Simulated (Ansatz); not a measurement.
Calculated with Ansatz (gas phase, PBE0-D4/def2-TZVP geometries, no zero-point term in ΔE). CBS: MP2 limit from def2 TZ/QZ plus the TZ coupled-cluster correction, frozen cores. DFT in def2-TZVPP. HSE06 is defined as in plane-wave codes. For Ge outer-core shells are correlated without core-valence functions, which leaves a few kJ/mol of doubt a bond. Scalar relativity is left out up to krypton. One conformer a species, not always the lowest.

Consider the redistribution: `[F][GeH]([Cl])[O][SiH3]` + `CB[SiH3]` → `[CH3][GeH]([F])[Cl]` + `[SiH3]BO[SiH3]`.

```csv
level,ΔE (kcal/mol)
HSE06,-19.0
SCS-MP2/def2-TZVPP,-18.0
```

Q: What does CCSD(T)/CBS give? (Estimate.)

A: The calculation gave: -18.7 kcal/mol. The listed levels differ from it by -0.3, 0.7 kcal/mol.

Largest T1 diagnostic among the species: 0.014.

In def2-TZVPP, CCSD(T) changes the Hartree–Fock value by −1.6 kcal/mol (the triples alone add −0.2 kcal/mol) and MP2 by −1.6 kcal/mol. From BLYP to BHLYP (50 % exact exchange), in def2-TZVPP and without D4, ΔE moves by +1.5 kcal/mol. Leaving LDA and LC-ωPBE aside and taking each functional with its dispersion term where it has one, the values, not all of them listed here, spread over 2.6 kcal/mol, from BLYP-D4 to B97M-V.
